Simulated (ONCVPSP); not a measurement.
**potassium (K), ONCV: configuration errors across variants**

| Quantity | Value |
| --- | --- |
| Element | potassium (K) |
| Generator | ONCVPSP 4.0.1 |
| Type | optimised norm-conserving Vanderbilt (ONCV) |
| Functional | PBEsol |
| Relativity | scalar-relativistic |
| Frozen core | [Ne] |
| Valence charge | 9 |
| Reference configuration | 3s2 3p6 (charge +1) |
| Partial waves | 3s: rc 1.65 bohr, ncon 5, nbas 8, qcut 8.4 1/bohr, 1 projector; 3p: rc 1.25 bohr, ncon 4, nbas 8, qcut 6.8 1/bohr, 2 projectors, debl 3.1 Ha; d scattering state at 0.06 Ha: rc 1.65 bohr, ncon 3, nbas 6, qcut 4.9 1/bohr, 2 projectors, debl 2.2 Ha |
| Local potential | polynomial inside 0.90 bohr (lpopt 3, dvloc0 0 Ha) |
| Core correction | polynomial model core, fcfact 0.25 |

In the d channel the program set the typed energies aside and used 0.050, 2.250 Ha.

All-electron excitation energies from the reference (eV): (1) 3s2 3p6 4s1 -4.217; (2) 3s2 3p6 4s0.5 -2.596; (3) 3s2 3p6 4p1 -2.700; (4) 3s1 3p6 4s1 37.681.

3 further variants failed, have other tests or another functional or relativity, and are left out.

Errors AE − PS in meV (a dash: test not solved or not reliable):

```csv
change,(1),(2),(3),(4),bound ghosts,GHOST(+) flags above zero
base,+21,+14,+0.1,+87,none,none
p: rc 1.18,+21,+14,+0.1,+87,none,none
s: nproj 2,+0.1,+0.1,+0.1,+2.4,none,none
s: nbas 10,+24,+17,+0.1,+99,none,none
"local potential polynomial inside 0.90 bohr (lpopt 3, dvloc0 -2.5 Ha)",+26,+18,+0.1,+115,none,none
"d: ncon 4, nbas 7",+21,+14,+0.1,+87,none,none
core correction none,+21,+14,+0.1,+88,none,none
```

Task: Give the same row for: p: qcut 8.2.

Result: +21, +14, +0.1, +86; bound ghosts: none; GHOST(+) flags above zero: none.
